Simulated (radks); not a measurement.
The numbers below are computed, except where a source is named.
Zn3+, 27 electrons, occupied as [Ar] 3d9 (the NIST ground configuration).

Code: a radial shooting solver on a logarithmic mesh with Libxc functionals. Model: Dirac Kohn-Sham, PBE, spin-unpolarised, spherical densities, finite nucleus; open shells are shared between the two j in proportion to 2j + 1; Fermi nuclear charge, rms radius 3.9283 fm.

Energy parts (eV):
| part | energy |
|---|---|
| total | -48804.835 |
| kinetic | 49713.595 |
| electron-nucleus | -116621.667 |
| Hartree | 20020.202 |
| exchange-correlation | -1916.964 |

Orbitals (lengths in bohr, moments of r in powers of bohr; <r^-3> diverges for s and p1/2; r(90%) holds 90 % of the orbital's charge):
orbital  occ.  eigenvalue (eV)       <r^4>      <r>  r(90%)  <r^-3>
1s1/2       2        -9565.640  0.00002983  0.05031  0.0899       -
2s1/2       2        -1200.476    0.006323   0.2260   0.350       -
2p1/2       2        -1062.243    0.004511   0.1959   0.321       -
2p3/2       4        -1038.371    0.004779   0.1993   0.326   769.4
3s1/2       2        -171.0352      0.4541   0.6775    1.01       -
3p1/2       2        -127.1299      0.5790   0.6994    1.08       -
3p3/2       4        -124.0196      0.6136   0.7097    1.09   101.0
3d3/2     3.6         -50.9502       1.735   0.8174    1.39   10.62
3d5/2     5.4         -50.5549       1.776   0.8223    1.40   10.35

The highest occupied level is 3d5/2 at -50.555 eV. For comparison, the ionisation energy in NIST's Atomic Spectra Database is 59.57 eV (measured). In exact Kohn-Sham theory the highest level is minus the ionisation energy, but local and semilocal functionals leave it too shallow, through self-interaction and a potential that decays too fast; potentials with the right tail come closer.

Beside tabulated values, note that spin-unpolarised runs miss the spin-polarisation part of the exchange energy of open shells.
